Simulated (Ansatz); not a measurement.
Consider the substitution at a C–O bond: `CB/C=C/O` + HCl → `CB/C=C/Cl` + H₂O.

Gas-phase electronic energies from Ansatz, PBE0-D4/def2-TZVP geometries. CCSD(T)/CBS is the MP2 limit (def2-TZVPP, def2-QZVPP) plus CCSD(T) − MP2 in def2-TZVPP, frozen cores. This one scheme is used for every species. Double bonds are as drawn, so ΔE can hold a change between cis and trans. One conformer a species, not always the lowest.

`CB/C=C/O`:

```xyz
12

C     1.349    0.971    0.664
B     0.016    0.317    1.166
C    -0.958   -0.484    0.309
C    -0.736   -0.697   -0.996
O    -1.575   -1.397   -1.774
H     1.327    2.047    0.877
H     2.187    0.588    1.259
H     1.601    0.843   -0.391
H    -0.252    0.465    2.330
H    -1.868   -0.913    0.722
H     0.149   -0.306   -1.494
H    -1.239   -1.436   -2.673
```

HCl:

Cartesian coordinates in Å:
```
Cl -0.186 0.299 -0.533
H 0.186 -0.299 0.533
```

`CB/C=C/Cl`:

Cartesian coordinates in Å:
```
C 1.191 0.908 0.515
B 0.668 -0.560 0.442
C -0.657 -1.003 -0.213
C -1.477 -0.119 -0.780
Cl -2.966 -0.520 -1.529
H 1.373 1.173 1.564
H 2.181 0.958 0.045
H 0.565 1.684 0.071
H 1.352 -1.417 0.934
H -0.956 -2.048 -0.229
H -1.275 0.945 -0.819
```

H₂O:

Z-matrix (Å, degrees):
```
O
H 1 0.960
H 1 0.960 2 105.1
```

| species | CCSD/CBS(def2) energy (Eh) |
| --- | --- |
| `CB/C=C/O` | -218.28349 |
| HCl | -460.37334 |
| `CB/C=C/Cl` | -602.28405 |
| H₂O | -76.37179 |

Question: Work out ΔE.

Answer: ΔE = (-602.28405) + (-76.37179) − (-218.28349) − (-460.37334) = 0.00099 Eh = +0.6 kcal/mol. CCSD(T)/CBS gives +0.3 kcal/mol.

Largest T1 diagnostic among the species: 0.013.

In def2-TZVPP, CCSD(T) changes the Hartree–Fock value by −2.4 kcal/mol (the triples alone add −0.3 kcal/mol) and MP2 by −3.7 kcal/mol.
